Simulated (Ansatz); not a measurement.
The first iterations of a band of BH3O + BrH (7 atoms, charge 0, multiplicity 1).

The calculation used RKS PBE0-D4/def2-SVP (Ansatz).

```json
{
 "movable images": "9",
 "climbing image": "yes",
 "spring": "5.0 eV/Å²",
 "optimiser": "quadratic models (default)",
 "start path": "through a guess of the saddle point",
 "force threshold": "0.05 eV/Å",
 "iteration limit": "60",
 "end points": "relaxed"
}
```

Initial state:

```xyz
7
Properties=species:S:1:pos:R:3
B -0.127 -0.494 -0.029
O -0.478 0.194 1.083
H -1.125 -0.253 1.640
H 0.682 0.028 -0.755
H -0.619 -1.578 -0.251
Br 0.721 3.229 1.882
H 0.193 1.929 1.570
```

Final state:

```xyz
7
Properties=species:S:1:pos:R:3
B -0.001 0.359 0.058
O -0.154 -0.113 1.614
H -1.030 0.179 1.914
H 1.135 0.064 -0.230
H -0.909 -0.198 -0.511
Br -0.270 2.352 0.164
H 0.478 0.414 2.131
```

| iteration | highest image above the first end (eV) | largest band force component (eV/Å) |
| --- | --- | --- |
| 1 | 2.580 | 7.510 |
| 2 | 1.100 | 3.089 |
| 3 | 0.914 | 1.060 |
| 4 | 0.897 | 1.475 |
| 5 | 0.959 | 1.377 |

Problem. Does the band converge within its limit, and where does its top end?

Solution. The forces met the threshold. It ended after 17 iterations with the highest image 0.750 eV above the first end. A vibrational analysis at the climbing image gives one clearly imaginary mode, 1005i cm⁻¹: a first-order saddle point. The orbitals stay closed-shell, which can raise the energy where a bond breaks towards radicals; this wasn't checked here.

Time of the run: 3.7 min on 2 threads of Arm Neoverse V1, with other jobs on the host, peak memory 0.16 GiB.
